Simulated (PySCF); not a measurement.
## The third ionisation energy along the 4d series

All values are computed (PySCF 2.14, energy differences of UHF-based or UKS calculations, no spin-orbit coupling). Values in eV. The last column holds reference values (NIST; (s) semi-empirical, (t) theoretical, else measured). Unmarked ones compare directly (S terms, centres of terms, or small fine structure); those marked * lie between the lowest fine-structure levels and include a spin-orbit shift.

```tsv
element	configurations	LDA	PBE	PBE0	r2SCAN	MP2 (valence)	CCSD (valence)	reference
Zr (aug-cc-pVDZ-PP with ECP28MDF, ECP)	[Kr] 4d2 → [Kr] 4d1	23.341	23.372	23.319	23.263	22.428	22.450	23.170 (s) *
Nb (aug-cc-pVDZ-PP with ECP28MDF, ECP)	[Kr] 4d3 → [Kr] 4d2	25.501	25.413	25.335	25.372	24.466	24.526	25.04 (s) *
Tc (aug-cc-pVDZ-PP with ECP28MDF, ECP)	[Kr] 4d5 → [Kr] 4d4	30.096	29.904	29.874	29.906	29.389	29.444	29.55 (s) *
Ru (aug-cc-pVDZ-PP with ECP28MDF, ECP)	[Kr] 4d6 → [Kr] 4d5	28.676	28.528	28.316	27.926	27.406	27.451	28.47 (s) *
Rh (aug-cc-pVDZ-PP with ECP28MDF, ECP)	[Kr] 4d7 → [Kr] 4d6	31.307	31.158	31.010	30.809	30.449	30.436	31.06 (s) *
Pd (aug-cc-pVDZ-PP with ECP28MDF, ECP)	[Kr] 4d8 → [Kr] 4d7	33.364	33.081	32.915	32.919	32.508	32.415	32.93 (s) *
Ag (aug-cc-pVDZ-PP with ECP28MDF, ECP)	[Kr] 4d9 → [Kr] 4d8	35.333	34.888	34.729	34.507	34.575	34.388	34.8 ± 0.3 (s) *
Cd (aug-cc-pVDZ-PP with ECP28MDF, ECP)	[Kr] 4d10 → [Kr] 4d9	38.006	37.617	37.528	37.524	37.746	37.483	37.468 ± 0.006 *
```

**Question.** Fill in the row of Mo (aug-cc-pVDZ-PP with ECP28MDF, ECP) ([Kr] 4d4 → [Kr] 4d3).

**Answer.** LDA 27.539; PBE 27.319; PBE0 27.240; r2SCAN 27.111; MP2 (valence) 26.497; CCSD (valence) 26.567; reference 27.13 ± 0.12 (s) * (eV).

"Valence" correlates the outer s and p shells and, in groups 3 to 12 and the f block, the outer d or f shell, open or full, or the next shell where the ion has no valence electron left; the wider scheme adds the next inner shell.
